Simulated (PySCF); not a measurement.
# Magnetisability: SMILES O(C)C1=NNC(OCF)=N1, C$_{4}$H$_{6}$FN$_{3}$O$_{2}$

Cartesian coordinates in Å; atom numbers follow the order of the lines, from 1:
```xyz
16

C     2.625   -1.745    0.957
O     1.325   -1.735    0.393
C     0.710   -0.568    0.445
N     1.208    0.527    0.978
N     0.219    1.441    0.795
C    -0.807    0.839    0.170
O    -1.938    1.510   -0.096
C    -2.836    0.861   -0.934
F    -2.521    1.117   -2.236
N    -0.541   -0.420   -0.067
H     2.989   -2.764    0.848
H     3.278   -1.046    0.430
H     2.589   -1.462    2.012
H     0.322    2.391    1.109
H    -3.826    1.291   -0.749
H    -2.805   -0.227   -0.799
```

The calculation used GIAO BHandHLYP/pcSseg-1 magnetisability, rotational g tensor and spin-rotation constants, non-relativistic, gas phase (PySCF 2.14.0). Geometry: GFN2-xTB.

(1) How diamagnetic is it, and how anisotropic?

(2) Split it along the inertial axes a, b, c into diamagnetic and paramagnetic parts about the centre of mass, with the quadrupole moment.

(3) And the rotational g tensor?

Results:

(1) Isotropic -1282 × 10⁻³⁰ J/T², or -77.2 × 10⁻⁶ cm³/mol; principal values -1623, -1196, -1028 × 10⁻³⁰ J/T², anisotropy 531 × 10⁻³⁰ J/T² (root of half the summed squared differences of the principal values). The susceptibility is in cgs units.

(2) 
```tsv
axis	χ (10⁻⁶ cm³/mol)	diamagnetic (10⁻⁶ cm³/mol)	paramagnetic (10⁻⁶ cm³/mol)	summed x² of all electrons (Å²)	quadrupole Θ (D Å)
a	-71.4	-418.3	346.9	381.9	+8.26
b	-65.4	-1726.7	1661.3	73.6	-3.38
c	-94.8	-1932.4	1837.6	25.1	-4.88
```
Anisotropies 2χaa − χbb − χcc = +17.4 and 2χbb − χaa − χcc = +35.5 × 10⁻⁶ cm³/mol. Θ is traceless in Buckingham's convention.

(3) 
```
axis  rotational constant (GHz)        g  nuclear part  electronic part
   a                     3.6614  -0.0490        0.5478          -0.5968
   b                     0.7098  -0.0092        0.5447          -0.5540
   c                     0.6285  +0.0008        0.5434          -0.5426
```
Asymmetric top; isotopes 12C, 19F, 1H, 14N, 16O; no vibrational averaging.
